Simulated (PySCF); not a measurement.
A run that did not reach its result, on `C/C=C(\F)[S@](=O)CF` (driver script around PySCF, density fitting, GFN2-xTB geometry as the base; each input is a line of settings and coordinates in Å).

Command:
```bash
OMP_NUM_THREADS=1 python probes_run.py task.json out
```
Input:
```
{"job": {"kind": "uv", "xc": "PBE00", "basis": "def2-SVPD", "nstates": 25, "ntriplets": 5, "tda": false, "scf": {"max_cycle": 82}}, "charge": 0, "multiplicity": 3}
C     -2.363724    -0.212627     0.544596
C     -1.119068     0.194303    -0.162652
C     -0.014569     0.642882     0.405021
F      0.139301     0.823693     1.728181
S      1.455736     1.159659    -0.554178
O      1.025670     1.095354    -1.946758
C      2.360983    -0.481266    -0.324856
F      2.651838    -0.701619     0.979735
H     -2.256101    -0.097142     1.619751
H     -2.596635    -1.251713     0.316548
H     -3.197160     0.397086     0.199133
H     -1.101228     0.124971    -1.241695
H      1.720049    -1.284131    -0.695534
H      3.294231    -0.419880    -0.889458
```

Output:
```
KeyError: "LibXCFunctional: name 'PBE00' not found."
```

Task: What went wrong, and what mends it?

Result: The functional name PBE00 isn't known to the program. Correct the name (PBE0). The run gave no result.

The values belong to the conformer `[CH3:1]/[CH:2]=[C:3](\[F:4])[S@:5](=[O:6])[CH2:7][F:8]`: C2–C3–S5–O6 6°, C3–S5–C7–F8 -64°.
